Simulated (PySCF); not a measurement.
# Converging AsH in the basis (PBE)

PySCF, UKS reference; triplet, unpaired electrons π ↑↑; De to As + H without counterpoise correction.

```csv
basis,relativity,functions,Re (Å),ωe (cm⁻¹),De (eV),μ (D)
aug-cc-pVDZ-PP/aug-cc-pVDZ,scalar-relativistic core potentials,41,1.556,2067,2.88,0.03
cc-pVTZ-PP/cc-pVTZ,scalar-relativistic core potentials,53,1.548,2069,2.92,0.07
def2-TZVPP,no relativity,62,1.546,2088,2.96,0.15
def2-TZVPPD,no relativity,71,1.546,2089,2.96,0.13
```

Problem. How does each smaller set differ from the one with most functions, def2-TZVPPD?

Solution. aug-cc-pVDZ-PP/aug-cc-pVDZ: +1.0 pm, -1.1 % in ωe, -0.08 eV in De; cc-pVTZ-PP/cc-pVTZ: +0.2 pm, -1.0 % in ωe, -0.04 eV in De; def2-TZVPP: +0.0 pm, -0.0 % in ωe, +0.00 eV in De. All at PBE; the set with most functions is neither the basis-set limit nor always the best. The rows treat relativity differently, so the differences are not basis effects alone.

A positive dipole means As(−)H(+). Spin–orbit coupling is left out. The state was picked by a PBE0 search and need not be the measured ground state.
